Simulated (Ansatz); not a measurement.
Ideal-gas functions of CH6SiSn, SMILES `[CH2]1[SiH2][SnH2]1` at 600 K and 1 bar, from an Ansatz frequency run at PBE0-D4/def2-TZVP.

Molar mass 164.86 g/mol, point group Cs (symmetry number 1), electronic degeneracy 1, moments of inertia 43.733, 183.752, 209.995 u Å². Harmonic wavenumbers (cm⁻¹, unscaled): 227, 290, 342, 345, 451, 476, 536, 660, 683, 693, 751, 832, 885, 918, 1363, 1953, 1965, 2226, 2249, 3124, 3208.

Use S(trans) = R[1.5 ln M + 2.5 ln T − 1.1517]; rotational temperatures θ = 24.2544 K / I; S(rot) = R[ln(√π/σ · √(T³/θAθBθC)) + 1.5]; for each mode x = 1.438777 ν̃/T, S = R[x/(eˣ − 1) − ln(1 − e⁻ˣ)] and H = RT x/(eˣ − 1); 1 cm⁻¹ = 0.0119627 kJ/mol; R = 8.31446 J/(mol·K).

Task: By hand: the entropy, in J/(mol·K).

Result: Translation 187.1. Rotation: θ = 0.5546, 0.132, 0.1155 K, giving 116.9. Vibration, mode by mode: 13.47, 11.50, 10.19, 10.12, 8.06, 7.65, 6.78, 5.31, 5.08, 4.99, 4.46, 3.83, 3.46, 3.25, 1.40, 0.44, 0.43, 0.25, 0.24, 0.04, 0.03, in all 101.0. Electronic 0.0. Sum 405.0 J/(mol·K).

Task: By hand: H − E and G − E in kJ/mol, counted from the electronic energy.

Result: Zero-point energy ½ × 24177 × 0.0119627 = 144.6; thermal vibration 35.0; translation, rotation and pV give 4 RT = 20.0. H − E = 199.6 kJ/mol, and G − E = 199.6 − 600 × 405.0/1000 = -43.4 kJ/mol.

Vibration gives 25 % of the entropy.
